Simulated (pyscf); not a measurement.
H₃C–Si•(Cl)–Cl, doublet

Gas-phase minimum from PySCF at ωB97X-D3(BJ)/def2-SVP, one conformer. Other isomers of H₃C–Si•(Cl)–Cl were not searched in full and may lie lower. 

```
C
H 1 1.1005
H 1 1.1005 2 109.23
H 1 1.1023 2 108.95 3 118.89
Si 1 1.8725 2 110.42 4 119.46
Cl 5 2.0696 1 108.56 2 -178.05
Cl 5 2.0696 1 108.56 2 -60.38
```
Charge 0, spin multiplicity 2.

Properties at ωB97X-D3(BJ)/def2-SVP:

```yaml
harmonic_wavenumbers_unscaled: 150, 173, 180, 239, 504, 580, 726, 784, 807, 1269, 1428, 1432, 3070, 3180, 3193 cm⁻¹
zero_point_energy: 25.3 kcal/mol
rotational_symmetry_number: 1
Entropy of this conformer at 298 K and 1 atm, rigid rotor and harmonic oscillator, modes under 100 cm⁻¹ raised to 100: 334.3 J/(mol K)
dipole_moment: 2.14 D
Spin expectation value S2: 0.752
```

Single-point totals, which compare only within one level (frozen core for MP2 and CC):

| level | total energy (hartree) |
|---|---|
| ωB97X-D3(BJ)/def2-TZVP | -1249.98653 |
| PBE/def2-TZVP | -1249.34750 |
| r²SCAN/def2-TZVP | -1249.82086 |
| B3LYP-D3(BJ)/def2-TZVP | -1249.99123 |
| PBE0-D3(BJ)/def2-TZVP | -1249.46293 |
| M06-2X/def2-TZVP | -1249.85773 |
| ωB97M-D3(BJ)/def2-TZVP | -1250.07878 |
| UHF/def2-TZVPP | -1247.68187 |
| MP2/def2-TZVPP | -1248.33191 |
| CCSD/def2-TZVPP | -1248.38281 |
| CCSD(T)/def2-TZVPP | -1248.41294 |

Soft torsions are taken as harmonic, which can shift the entropy by several J/(mol K). The CCSD(T) − MP2 part came from Ansatz, without density fitting, on the same reference.
